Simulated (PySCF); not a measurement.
**Electron correlation in Zn⁺ (zinc, charge +1)**

[Ar] 3d10 4s1, 2S determinant. Calculation: PySCF 2.14, in 6-31G*; the non-relativistic Hamiltonian (point nucleus). Frozen: [Ar]; 11 electrons correlated.

MP2 pair energies summed by pair of shells (mhartree):

```json
{"pair": "3d-3d", "energy": "-203.43", "share (%)": "94.1"}
{"pair": "3d-4s", "energy": "-12.72", "share (%)": "5.9"}
```

Total MP2 correlation energy: -216.15 mhartree.

Same-spin part -79.24 and opposite-spin part -136.91 mhartree; SCS-MP2 scales them by 1/3 and 6/5 to -190.71 mhartree.

```csv
level,correlation energy (mhartree)
CCSD,-195.07
(T),-5.49
CCSD(T),-200.56
```

Diagnostics: T1 = 0.0061, D1 = 0.0132, largest double amplitude 0.028.

Cost of the coupled-cluster step: 0.66 s of wall time on 1 thread of Neoverse-N1 (shared host), for 11 correlated electrons.
